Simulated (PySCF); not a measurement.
Correlation energy of Mg (magnesium, neutral)

[Ne] 3s1 4s1, high-spin 3S determinant (an excited configuration). All numbers are calculated (PySCF 2.14, the spin-free X2C one-electron Hamiltonian (Gaussian nucleus), in aug-cc-pVTZ-DK (6s5p3d2f, 50 functions)). Frozen: [Ne]; 2 electrons correlated.

With two correlated electrons CCSD is exact within the correlated space (frozen core and kept virtual orbitals).

| level | correlation energy (mhartree) |
| --- | --- |
| CCSD | -4.21 |

Diagnostics: T1 = 0.014, D1 = 0.0288, largest double amplitude 0.059.

Is a single reference adequate?

Yes: T1 lies below 0.03 and no double amplitude reaches 0.07.
